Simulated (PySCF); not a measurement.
C$_{2}$H$_{10}$BNOSi, singlet, geometry from GFN2-xTB; PySCF with CASSCF(4,3)/STO-3G.

Here is a job for PySCF.
```python
from pyscf import gto, scf, mcscf
import numpy

mol = gto.Mole()
mol.atom = '''
    B    -0.350949   -0.320804    0.932457
    H    -0.765791   -0.789972    1.930746
    N     0.063500    1.014581    0.936341
    C     0.011739    1.860178    2.105419
    C     0.589724    1.707695   -0.216793
    H     1.013027    2.220727    2.364161
    H    -0.626850    2.730962    1.922502
    H    -0.388682    1.301270    2.946491
    H    -0.034464    2.573976   -0.461096
    H     1.606661    2.063352   -0.019101
    H     0.610948    1.036708   -1.070771
    O    -0.295983   -1.091143   -0.161582
    Si   -0.089351   -1.693363   -1.624531
    H     1.332573   -1.606280   -1.978476
    H    -0.890044   -0.914730   -2.577081
    H    -0.537134   -3.085075   -1.569719
'''
mol.basis = 'sto-3g'
mol.charge = 0
mol.spin = 0
mol.verbose = 4
mol.build()

mf = scf.RHF(mol)
mf.kernel()
mc = mcscf.CASSCF(mf, 3, 4)
mc.fix_spin_(ss=0.0)
mc.kernel()
occ = numpy.linalg.eigvalsh(mc.fcisolver.make_rdm1(mc.ci, mc.ncas, mc.nelecas))[::-1]
ss = mc.fcisolver.spin_square(mc.ci, mc.ncas, mc.nelecas)[0]
print('natural occupations', occ.round(4), ' <S^2>', round(ss, 4))
```

Question: What does PySCF print? Leave out banner, timings and long lists.

Answer: 
```
PySCF version 2.14.0

[INPUT] verbose = 4
[INPUT] num. atoms = 16
[INPUT] num. electrons = 56
[INPUT] charge = 0
[INPUT] spin (= nelec alpha-beta = 2S) = 0
[INPUT] symmetry False subgroup None
[INPUT] Mole.unit = angstrom
[INPUT] Symbol           X                Y                Z      unit          X                Y                Z       unit  Magmom
[...]
nuclear repulsion = 295.448738589443
number of shells = 30
number of NR pGTOs = 132
number of NR cGTOs = 44
basis = sto-3g
ecp = {}

******** <class 'pyscf.scf.hf.RHF'> ********
method = RHF
initial guess = minao
damping factor = 0
level_shift factor = 0
DIIS = <class 'pyscf.scf.diis.CDIIS'>
diis_start_cycle = 1
diis_space = 8
diis_damp = 0
SCF conv_tol = 1e-09
SCF conv_tol_grad = None
SCF max_cycles = 50
direct_scf = True
direct_scf_tol = 1e-13
Set gradient conv threshold to 3.16228e-05
Initial guess from minao.
init E= -519.149742375925
[...]
cycle= 1 E= -518.219297877224  delta_E= 0.93  |g|= 0.495  |ddm|= 4.63
[...]
cycle= 2 E= -518.300536743291  delta_E= -0.0812  |g|= 0.173  |ddm|= 0.889
[...]
cycle= 3 E= -518.309501055535  delta_E= -0.00896  |g|= 0.0343  |ddm|= 0.249
[...]
cycle= 4 E= -518.310070514701  delta_E= -0.000569  |g|= 0.0082  |ddm|= 0.0719
[...]
cycle= 5 E= -518.310094283077  delta_E= -2.38e-05  |g|= 0.00185  |ddm|= 0.0123
[...]
cycle= 6 E= -518.31009751986  delta_E= -3.24e-06  |g|= 0.000536  |ddm|= 0.00555
[...]
cycle= 7 E= -518.310097722033  delta_E= -2.02e-07  |g|= 0.000119  |ddm|= 0.00143
[...]
cycle= 8 E= -518.310097733086  delta_E= -1.11e-08  |g|= 2.37e-05  |ddm|= 0.00035
[...]
cycle= 9 E= -518.31009773342  delta_E= -3.34e-10  |g|= 4.6e-06  |ddm|= 5.97e-05
[...]
Extra cycle  E= -518.31009773343  delta_E= -1.02e-11  |g|= 1.69e-06  |ddm|= 7.85e-06
converged SCF energy = -518.31009773343

******** <class 'pyscf.mcscf.mc1step.CASSCF'> ********
CAS (2e+2e, 3o), ncore = 26, nvir = 15
max_cycle_macro = 50
max_cycle_micro = 4
conv_tol = 1e-07
conv_tol_grad = None
orbital rotation max_stepsize = 0.02
orbital rotation threshold for CI restart = 0.01
augmented hessian ah_max_cycle = 30
augmented hessian ah_conv_tol = 1e-12
augmented hessian ah_linear dependence = 1e-14
augmented hessian ah_level shift = 1e-08
augmented hessian ah_start_tol = 2.5
augmented hessian ah_start_cycle = 3
augmented hessian ah_grad_trust_region = 3
kf_trust_region = 3
kf_interval = 4
ci_response_space = 4
ci_grad_trust_region = 3
with_dep4 0
natorb = False
canonicalization = True
sorting_mo_energy = False
ao2mo_level = 2
internal_rotation = False
******** <class 'pyscf.fci.addons.SpinPenaltyFCISolver'> ********
max. cycles = 50
conv_tol = 1e-08
davidson only = True
linear dependence = 1e-12
level shift = 0.001
max iter space = 12
nroots = 1
pspace_size = 400
spin = None
CASCI E = -518.312904523145  S^2 = 0.0000000
Set conv_tol_grad to 0.000316228
macro iter   1 ( 21 JK    4 micro), CASSCF E = -518.315244699434  dE = -2.34017629e-03  S^2 = 0.0000000
               |grad[o]|=0.011  |grad[c]|=0.0156  |ddm|=0.0409  |maxRot[o]|=0.246
macro iter   2 ( 21 JK    4 micro), CASSCF E = -518.315444622732  dE = -1.99923298e-04  S^2 = 0.0000000
               |grad[o]|=0.0112  |grad[c]|=0.00458  |ddm|=0.0142  |maxRot[o]|=0.158
macro iter   3 ( 21 JK    4 micro), CASSCF E = -518.315585381560  dE = -1.40758828e-04  S^2 = 0.0000000
               |grad[o]|=0.00412  |grad[c]|=0.0267  |ddm|=0.000689  |maxRot[o]|=0.259
macro iter   4 ( 21 JK    4 micro), CASSCF E = -518.315620276672  dE = -3.48951116e-05  S^2 = 0.0000000
               |grad[o]|=0.00585  |grad[c]|=0.00644  |ddm|=0.00232  |maxRot[o]|=0.0563
macro iter   5 ( 17 JK    4 micro), CASSCF E = -518.315739760239  dE = -1.19483567e-04  S^2 = 0.0000000
               |grad[o]|=0.00509  |grad[c]|=0.0137  |ddm|=0.00557  |maxRot[o]|=0.0865
macro iter   6 ( 21 JK    4 micro), CASSCF E = -518.315662466849  dE =  7.72933896e-05  S^2 = 0.0000000
               |grad[o]|=0.00455  |grad[c]|=0.00287  |ddm|=0.00244  |maxRot[o]|=0.0782
[...]
macro iter  32 (  7 JK    2 micro), CASSCF E = -518.319371105161  dE = -1.39626267e-04  S^2 = 0.0000000
               |grad[o]|=0.00187  |grad[c]|=0.0102  |ddm|=0.00124  |maxRot[o]|=0.0698
macro iter  33 ( 12 JK    3 micro), CASSCF E = -518.319363403766  dE =  7.70139491e-06  S^2 = 0.0000000
               |grad[o]|=0.00202  |grad[c]|=0.002  |ddm|=0.00487  |maxRot[o]|=0.0615
macro iter  34 ( 21 JK    4 micro), CASSCF E = -518.319430718336  dE = -6.73145701e-05  S^2 = 0.0000000
               |grad[o]|=0.00258  |grad[c]|=0.0053  |ddm|=0.00063  |maxRot[o]|=0.0337
macro iter  35 ( 21 JK    4 micro), CASSCF E = -518.319511964412  dE = -8.12460759e-05  S^2 = 0.0000000
               |grad[o]|=0.00234  |grad[c]|=0.00214  |ddm|=0.000752  |maxRot[o]|=0.0644
macro iter  36 ( 12 JK    3 micro), CASSCF E = -518.319542652356  dE = -3.06879440e-05  S^2 = 0.0000000
               |grad[o]|=0.0017  |grad[c]|=0.00272  |ddm|=0.00332  |maxRot[o]|=0.0507
macro iter  37 (  7 JK    2 micro), CASSCF E = -518.319680084886  dE = -1.37432529e-04  S^2 = 0.0000000
               |grad[o]|=0.00171  |grad[c]|=0.00986  |ddm|=0.00161  |maxRot[o]|=0.0601
macro iter  38 (  7 JK    2 micro), CASSCF E = -518.319817688950  dE = -1.37604064e-04  S^2 = 0.0000000
               |grad[o]|=0.00171  |grad[c]|=0.0118  |ddm|=0.00178  |maxRot[o]|=0.0648
macro iter  39 (  7 JK    2 micro), CASSCF E = -518.319940630782  dE = -1.22941832e-04  S^2 = 0.0000000
               |grad[o]|=0.00185  |grad[c]|=0.0125  |ddm|=0.0012  |maxRot[o]|=0.0673
macro iter  40 ( 16 JK    4 micro), CASSCF E = -518.319762685732  dE =  1.77945050e-04  S^2 = 0.0000000
               |grad[o]|=0.00191  |grad[c]|=0.0481  |ddm|=0.00706  |maxRot[o]|=0.0813
macro iter  41 ( 21 JK    4 micro), CASSCF E = -518.319781958076  dE = -1.92723434e-05  S^2 = 0.0000000
               |grad[o]|=0.0015  |grad[c]|=0.00326  |ddm|=0.000348  |maxRot[o]|=0.0187
macro iter  42 (  7 JK    2 micro), CASSCF E = -518.319904074675  dE = -1.22116599e-04  S^2 = 0.0000000
               |grad[o]|=0.00113  |grad[c]|=0.00671  |ddm|=0.000779  |maxRot[o]|=0.0379
macro iter  43 (  7 JK    2 micro), CASSCF E = -518.320019245989  dE = -1.15171314e-04  S^2 = 0.0000000
               |grad[o]|=0.000986  |grad[c]|=0.0112  |ddm|=0.0017  |maxRot[o]|=0.0515
macro iter  44 (  6 JK    2 micro), CASSCF E = -518.320076439977  dE = -5.71939881e-05  S^2 = 0.0000000
               |grad[o]|=0.00114  |grad[c]|=0.0069  |ddm|=0.000677  |maxRot[o]|=0.0429
macro iter  45 ( 16 JK    4 micro), CASSCF E = -518.319790674742  dE =  2.85765235e-04  S^2 = 0.0000000
               |grad[o]|=0.0012  |grad[c]|=0.0706  |ddm|=0.0175  |maxRot[o]|=0.0915
macro iter  46 ( 21 JK    4 micro), CASSCF E = -518.319810741058  dE = -2.00663163e-05  S^2 = 0.0000000
               |grad[o]|=0.00217  |grad[c]|=0.0032  |ddm|=0.000476  |maxRot[o]|=0.0115
macro iter  47 (  7 JK    2 micro), CASSCF E = -518.319946216996  dE = -1.35475937e-04  S^2 = 0.0000000
               |grad[o]|=0.00138  |grad[c]|=0.00716  |ddm|=0.00117  |maxRot[o]|=0.0369
macro iter  48 (  7 JK    2 micro), CASSCF E = -518.320070217467  dE = -1.24000472e-04  S^2 = 0.0000000
               |grad[o]|=0.000858  |grad[c]|=0.0135  |ddm|=0.00266  |maxRot[o]|=0.0507
macro iter  49 (  6 JK    2 micro), CASSCF E = -518.320111643505  dE = -4.14260384e-05  S^2 = 0.0000000
               |grad[o]|=0.000923  |grad[c]|=0.00671  |ddm|=0.000631  |maxRot[o]|=0.0383
macro iter  50 ( 18 JK    4 micro), CASSCF E = -518.320115232201  dE = -3.58869534e-06  S^2 = 0.0000000
               |grad[o]|=0.000943  |grad[c]|=0.00175  |ddm|=0.0029  |maxRot[o]|=0.0141
1-step CASSCF not converged,  50 macro (833 JK 174 micro) steps
CASSCF canonicalization
Density matrix diagonal elements [1.9953431  1.98935535 0.01530155]
CASSCF energy = -518.320115232201
CASCI E = -518.320115232201  E(CI) = -4.12685829457246  S^2 = 0.0000000
natural occupations [1.9956 1.9903 0.0142]  <S^2> 0.0
```

The run did not converge; its last values are not results.
